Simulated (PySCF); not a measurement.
Two species compared at the same levels of theory.

First species: C8H13P.
SMILES with atom numbers: `[CH:1]#[C:2][CH2:3][P:4]([CH3:5])[CH:6]1[CH2:7][CH2:8][CH2:9]1` (hydrogens: H10 on C1; H11, H12 on C3; H13, H14, H15 on C5; H16 on C6; H17, H18 on C7; H19, H20 on C8; H21, H22 on C9)

Geometry (GFN2-xTB, Å), atoms numbered from 1 in this order:
```
atom  x, y, z in Å
C1     4.295    0.048   -0.368
C2     3.144   -0.223   -0.554
C3     1.750   -0.536   -0.743
P4     0.670    0.708    0.154
C5     1.087    0.201    1.884
C6    -0.924   -0.239   -0.025
C7    -2.162    0.415    0.615
C8    -2.916    0.262   -0.713
C9    -1.602   -0.129   -1.404
H10    5.308    0.278   -0.222
H11    1.501   -0.489   -1.807
H12    1.537   -1.544   -0.369
H13    2.117    0.489    2.088
H14    0.977   -0.874    2.024
H15    0.432    0.727    2.576
H16   -0.788   -1.276    0.297
H17   -2.588   -0.108    1.469
H18   -1.992    1.456    0.889
H19   -3.643   -0.548   -0.697
H20   -3.400    1.160   -1.089
H21   -1.188    0.678   -2.008
H22   -1.626   -1.040   -1.999
```

Second species: C₈H₁₃P.
SMILES: `C(C)P1C(C=C)=CCC1`

Levels: PBE0/pcSseg-1 for HOMO energy, LUMO energy and HOMO–LUMO gap. Geometries: GFN2-xTB. Each species is one conformer at its optimised geometry, gas phase, non-relativistic unless stated; the electronic structure was computed with PySCF and density fitting.

The conformers computed, where there is a choice (atom-mapped SMILES and torsion angles):
- `[CH:1]#[C:2][CH2:3][P:4]([CH3:5])[CH:6]1[CH2:7][CH2:8][CH2:9]1`: C2–C3–P4–C5 -69°, C3–P4–C6–C7 179°

The conformers of `C=CC1=CCCP1CC` aren't listed.

```json
{"property": "HOMO energy", "column X": "-6.73 eV", "column Y": "-6.27 eV"}
{"property": "LUMO energy", "column X": "0.77 eV", "column Y": "-0.74 eV"}
{"property": "HOMO–LUMO gap", "column X": "7.50 eV", "column Y": "5.53 eV"}
```

**Question.** Which column belongs to which species?

**Answer.** Column X is the first species and column Y the second. The first has 22 atoms and 76 electrons, the second 22 and 76.

**Question.** How does each property change from the first species to the second?

**Answer.** HOMO energy +0.46 eV; LUMO energy -1.51 eV; HOMO–LUMO gap -1.97 eV.

